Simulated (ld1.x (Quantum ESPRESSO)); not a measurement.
What one change does to a pseudopotential (iron (Fe), ultrasoft)

iron (Fe), ultrasoft, made with ld1.x (Quantum ESPRESSO) 7.5 (PBE, scalar-relativistic). Core [Ar], reference 3d6 4s2 4p0. Waves: 4s (bound): rcut 2.00, rcutus 2.30 bohr; 4s channel at 2 Ry: rcut 2.00, rcutus 2.30 bohr; 4p (bound, empty): rcut 1.80, rcutus 2.40 bohr; 4p channel at 2.6 Ry: rcut 1.80, rcutus 2.40 bohr; 3d (bound): rcut 1.00, rcutus 1.35 bohr; 3d channel at 1.8 Ry: rcut 1.00, rcutus 1.35 bohr. Local part: all-electron potential smoothed inside 1.30 bohr (lloc = -2). Core correction: Bessel-smoothed model core inside 0.65 bohr. Augmentation charge: built from norm-conserving waves at rcut, not smoothed further.

Change: local potential all-electron potential smoothed inside 1.95 bohr (lloc = -1).

Cutoffs: the cutoffs (Ry, on a coarse ladder) from which the occupation-weighted sum of valence levels, in a spherical-Bessel basis at the reference potential, stays within 10 and 1 mRy of its value at 400 Ry; they do not see the model core or the augmentation charge, which bear on the density cutoff. Errors are all-electron minus pseudo energies relative to the spin-unpolarised reference configuration.

Q: Predict the effect on cutoff, ghosts and configuration errors.

A: The potential gets neither clearly harder nor softer (60 Ry and 100 Ry → 60 Ry and 100 Ry); the errors of the 7 common tests hardly move; neither file shows a bound ghost.

```tsv
quantity	base	changed
cutoff, loose	60 Ry	60 Ry
cutoff, tight	100 Ry	100 Ry
bound ghosts	none	none
error for 3d6 4s1 4p0, meV [ΔE 8.73 eV]	-9.2	-9.4
error for 3d6 4s0 4p0, meV [ΔE 24.93 eV]	-52	-53
error for 3d5 4s0 4p0, meV [ΔE 59.16 eV]	-157	-157
error for 3d6 4s0 4p1, meV [ΔE 13.78 eV]	-25	-25
error for 3d6 4s1 4p1, meV [ΔE 4.10 eV]	-4.1	-4.2
error for 3d7 4s1 4p0, meV [ΔE -0.79 eV]	-119	-119
error for 3d6 4s0 4p2, meV [ΔE 8.46 eV]	-16	-16
s: phases at 2.61 bohr within 0.05 rad from the reference energy up to (Ry; the scan ends near 5)	4.3	4.4
p: phases at 2.61 bohr within 0.05 rad from the reference energy up to (Ry; the scan ends near 5)	to the end of the scan	to the end of the scan
d: phases at 2.61 bohr within 0.05 rad from the reference energy up to (Ry; the scan ends near 5)	to the end of the scan	to the end of the scan
lowest overlap eigenvalue by channel	s 0.36, p 0.48, d 1.00	s 0.38, p 0.52, d 1.00
```
